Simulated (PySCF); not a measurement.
Al(Cl)2(NH2) (AlCl2H2N), SMILES [NH2][Al]([Cl])[Cl]. Geometry: r2SCAN-D4/def2-SVP. Other conformers were not sampled.

All values below come from r2SCAN-D4/def2-SVP run with PySCF.

Harmonic wavenumbers (cm⁻¹): 153, 171, 220, 369, 410, 436, 581, 694, 877, 1520, 3590, 3685. Rotational constants (GHz): 4.427, 2.155, 1.449; symmetry number 2.

Task: Work out the zero-point energy and the ideal-gas rigid-rotor harmonic-oscillator thermochemistry at 298.15 K and 1 atm.

Result: ZPE = ½ Σ hcν = ½ × 12706 cm⁻¹ = 76.00 kJ/mol. H − E(el) = 93.90 kJ/mol. Entropy in J/(mol K): translation 167.80, rotation 109.48, vibration 45.31, total 322.59. G − E(el) = -2.28 kJ/mol. Cp = 85.48 J/(mol K).
